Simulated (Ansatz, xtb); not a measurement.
## Relative energy of two isomers of C4H6Be

We compare I, `[BeH][C]#CCC`, a singlet, with II, `[BeH]/[CH]=C\C=C`, a singlet. Both are isolated molecules in the gas phase, relaxed with B3LYP-D3(BJ)/6-311G**; the shapes shown needn't be the lowest conformers.

I (Å):

| atom | x (Å) | y (Å) | z (Å) |
| --- | --- | --- | --- |
| C | 1.2856 | 0.8596 | -3.4859 |
| C | 2.1629 | 0.3115 | -2.8424 |
| C | 3.1910 | -0.3468 | -2.0482 |
| C | 2.6987 | -0.7463 | -0.6455 |
| Be | 0.1232 | 1.5890 | -4.3451 |
| H | -0.8292 | 2.1857 | -5.0462 |
| H | 3.5413 | -1.2347 | -2.5866 |
| H | 4.0556 | 0.3212 | -1.9629 |
| H | 1.8554 | -1.4358 | -0.7146 |
| H | 2.3730 | 0.1326 | -0.0862 |
| H | 3.5010 | -1.2346 | -0.0878 |

II (Å):

```
atom    x (Å)    y (Å)    z (Å)
   C   2.4412   0.3299  -3.7571
   C   2.9092   0.0360  -2.5218
   C   2.0788  -0.1413  -1.3404
   C   2.5546  -0.4314  -0.1249
  Be   0.8420   0.5431  -4.1594
   H  -0.4318   0.7153  -4.4917
   H   3.2144   0.4258  -4.5229
   H   3.9795  -0.0870  -2.3475
   H   1.0031  -0.0265  -1.4732
   H   1.9015  -0.5554   0.7301
   H   3.6194  -0.5533   0.0467
```

Q: Estimate which is lower in electronic energy at CCSD(T)/def2-SVP + ΔMP2/def2-TZVPP, and by roughly how much.

A: The CCSD(T)/def2-SVP + ΔMP2/def2-TZVPP calculation puts structure I lower, by 14.7 kJ/mol.

How the difference moves with the method:

```tsv
level	geometry	E(II) − E(I) (kJ/mol)	departure from the last row (kJ/mol)	job, with rough time for the two
GFN2-xTB	GFN2-xTB	+46.5	+31.8	optimisation, 0.29 s
HF/STO-3G	GFN2-xTB	+98.3	+83.6	single point, 0.2 s
r2SCAN-D4/def2-SVP	GFN2-xTB	+11.1	−3.6	single point, 1.4 s
B3LYP-D3(BJ)/6-311G**	B3LYP-D3(BJ)/6-311G**	+8.1	−6.6	optimisation, 14 s
HF/def2-SVP	B3LYP-D3(BJ)/6-311G**	+20.1	+5.4	part of the CCSD(T) run
MP2/def2-SVP	B3LYP-D3(BJ)/6-311G**	+32.0	+17.3	part of the CCSD(T) run
CCSD(T)/def2-SVP	B3LYP-D3(BJ)/6-311G**	+15.9	+1.2	single point
CCSD(T)/def2-SVP + ΔMP2/def2-TZVPP	B3LYP-D3(BJ)/6-311G**	+14.7		single point, 12 s
```

As drawn, II has 2 C=C in place of 1 C≡C, 1 C–C.

None of the levels shown reverses the order. The largest departure from CCSD(T)/def2-SVP + ΔMP2/def2-TZVPP is that of HF/STO-3G, 83.6 kJ/mol. The last row adds to CCSD(T) the change of the MP2 difference between the two basis sets, here −1.2 kJ/mol.

With harmonic frequencies from B3LYP-D3(BJ)/6-311G** (ideal gas, rigid rotor, one conformer each, 298.15 K, 1 atm): the zero-point term adds −2.2 kJ/mol; ΔH is +11.4 and ΔG +13.9 kJ/mol.

The correlated steps freeze 4 core orbitals; the last core shell of Be is correlated, in a basis made for valence electrons. Codes used: Ansatz 0.2.0, xtb 6.7.1; the last row on 2 threads of Intel(R) Xeon(R) 6975P-C (Granite Rapids) on a shared host.
